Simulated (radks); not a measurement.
Question: These are the eigenvalues of the occupied orbitals of an atom or ion with whole-number occupations (eV). All-electron calculation, scalar-relativistic Kohn-Sham, LB94 model potential, spin-polarised, spherical densities, finite nucleus; Fermi nuclear charge, rms radius of each element as measured or else 0.836 A^(1/3) + 0.57 fm. Program: a radial shooting solver on a logarithmic mesh with Libxc functionals.

1s down: -10971.41
1s up: -10971.15
2s up: -1926.904
2s down: -1926.616
2p up: -1768.198
2p down: -1766.824
3s up: -684.7338
3s down: -679.8972
3p up: -635.3209

Which element is it, and in what charge state? The configuration may be excited. Open shells, if any, are filled with parallel spins first.

Answer: Z = 31, gallium, charge +17: Ga17+ in [Ne] 3s2 3p2. The list shows which subshells hold electrons but not how many an open one holds; the 1s level, -403.19 hartree, gives Z - s = 28.4 by -(Z - s)^2/2, which with screening and relativity narrows Z to a few neighbours, and the depths of the outer levels then fix element, charge and occupations together.
